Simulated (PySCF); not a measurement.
# Radial density of Nd³⁺ (neodymium, charge +3)

UHF, [Xe] 4f3, one real determinant. All numbers are calculated (PySCF 2.14, scalar relativity by spin-free X2C-1e, in cc-pVDZ-X2C (8s7p5d3f1g, 84 functions)).

```tsv
r (bohr)	4πr²ρ (e/bohr)	4πr²(ρα − ρβ)
0.0179	79.51	0.0013
0.0302	69.20	0.0030
0.0508	88.66	0.0058
0.0854	100.4	0.0035
0.144	77.59	0.0597
0.242	83.81	0.5156
0.406	33.97	2.1194
0.684	35.51	3.2431
1.15	11.14	1.7924
1.93	4.499	0.2581
3.25	0.2188	0.0000
5.47	0.0001509	0.0000
```

Densities and radii are taken from the X2C orbitals without a picture-change correction, which distorts them close to the nucleus.

⟨L²⟩ = 34.02 against 42 for a pure I term, so this real determinant mixes terms. Spin-orbit coupling, absent here, splits the open shell strongly.
